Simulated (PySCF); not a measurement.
# Frontier orbitals and the lowest excitations

C₆H₈F₂.
Cartesian coordinates in Å at the GFN2-xTB level; atoms count from 1:
```
atom  x, y, z in Å
F1     1.5329   -0.6554   -1.7522
C2     0.6672   -0.3106   -0.7598
C3     0.3660    1.1825   -0.6051
C4    -0.6142    1.0850    0.5852
C5    -0.5868   -0.4352    0.7645
F6    -1.3594   -0.9421    1.7640
C7     0.9113   -0.7661    0.6869
C8    -0.7245   -0.9554   -0.6744
H9     1.2636    1.7531   -0.3729
H10   -0.0905    1.5973   -1.5022
H11   -1.6134    1.4449    0.3461
H12   -0.2589    1.6027    1.4745
H13    1.1228   -1.8271    0.7739
H14    1.5950   -0.1832    1.2980
H15   -1.5171   -0.5433   -1.2928
H16   -0.7017   -2.0383   -0.7451
```

Theory: TDDFT CAM-B3LYP/def2-SVPD, vertical, gas phase, core orbitals frozen in the response (PySCF).

Frontier orbitals with the atoms that hold most of them (Löwdin shares over 4%, at most four atoms; ? is withheld):

| orbital | ε (eV) | atoms |
| --- | --- | --- |
| HOMO-3 | -11.28 | C4 18%, C3 18%, F6 12%, F1 12% |
| HOMO-2 | -10.87 | C8 20%, C7 20%, C2 10%, C5 10% |
| HOMO-1 | -10.23 | ? |
| HOMO | -10.13 | ? |
| LUMO | 1.28 | C3 11%, C4 11%, C7 9%, C8 9% |
| LUMO+1 | 1.79 | F6 13%, F1 13%, C5 8%, C2 8% |
| LUMO+2 | 2.09 | H12 8%, H10 8%, H9 8%, H11 8% |

Task: Give the leading atoms of the HOMO.

Result: C8 (bonded to 2 C and 2 H) 15%; C7 (bonded to 2 C and 2 H) 15%; F6 (bonded to C) 12%; F1 (bonded to C) 12%. By element: carbon 31% or more, fluorine 23%.

Task: Which atoms hold the HOMO-1, and with what shares?

Result: F1 (bonded to C) 14%; F6 (bonded to C) 14%; C2 (bonded to 3 C and F) 14%; C5 (bonded to 3 C and F) 14%. By element: fluorine 29%, carbon 27% or more.

Task: How does S1 compare with the orbital gap of 11.41 eV?

Result: S1 is at 8.56 eV (f = 0.0000), 2.85 eV below the gap, made of HOMO→LUMO (92%). Without the coupling terms of the response equations the lowest excitation would equal the gap.

Task: Give energy, strength and leading configuration of S1, S2, S3, S4 and S6, and follow the Löwdin shares of the leading atoms from the occupied to the empty orbital.

Result: 
- S1 (8.56 eV, f 0.0000), HOMO→LUMO (92%): C8 15% → 9%, C7 15% → 9%, C3 at most 12% → 11%, C4 at most 12% → 11%
- S2 (8.69 eV, f 0.018), HOMO-1→LUMO (93%): F1 14% → at most 9%, F6 14% → at most 9%, C3 at most 14% → 11%, C4 at most 14% → 11%
- S3 (8.92 eV, f 0.011), HOMO→LUMO+1 (83%): C8 15% → at most 9%, C7 15% → at most 9%, F6 12% → 13%, F1 12% → 13%
- S4 (9.05 eV, f 0.0067), HOMO-1→LUMO+1 (86%): F1 14% → 13%, F6 14% → 13%
- S6 (9.42 eV, f 0.138), HOMO-2→LUMO (84%): C8 20% → 9%, C7 20% → 9%, C3 at most 11% → 11%, C4 at most 11% → 11%

Without π bonds the low states are Rydberg-like; a valence basis with one diffuse set may place them up to an eV too high.
